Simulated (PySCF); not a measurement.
Bonds (- single, = double, # triple, : aromatic): C1-C2, C2:N3, N3:N4, N4:C5, C5-C6, C6=O7, C5:N8, N8-Si9, Si9-C10, Si9-C11, N8:C2. C1 carries H12, H13, H14; C6 carries H15; Si9 carries H16; C10 carries H17, H18, H19; C11 carries H20, H21, H22.

[PySCF 2.14: GIAO PBE0/pcSseg-1 shieldings; geometry: GFN2-xTB; averaged over atoms made equivalent by symmetry, fast rotation or ring inversion; a single conformation; non-relativistic; gas phase]

Scale: ¹³C vs TMS (reference shieldings calculated alike).

Do the ¹³C shifts follow the atomic charges (in e)? Tabulate both.

## Answers


```csv
atoms,hybridisation,δ (ppm),σ para (ppm),Hirshfeld,IAO,Mulliken,ESP-fitted
C6,sp2,189.8,-248,+0.12,+0.23,+0.36,+0.24
C5,sp2,164.2,-235,+0.05,+0.10,+0.22,+0.37
C2,sp2,160.3,-228,+0.11,+0.21,+0.18,+0.52
C1,sp3,15.5,-77,-0.11,-0.44,-0.14,-0.54
C10/C11,sp3,-1.0,-68,-0.21,-0.72,-0.63,-0.71
```

Correlation coefficients of δ with charge over these carbons: Hirshfeld +0.97, IAO +0.98, Mulliken +0.93, ESP-fitted +0.95; with the paramagnetic shielding -1.00. With so few points, grouped by hybridisation, these coefficients are fragile. Charge is one influence among several: hybridisation and low-lying excitations act through the paramagnetic term.

Shifts are as computed. Against solution values, carbons near 30 ppm lie about +3 ppm off and those near 130 ppm about +5 ppm. Of 1211 compounds with measured shifts, 218 miss one by over three times the rms of a fit or turn the order of signals round; such compounds aren't used in these exercises.
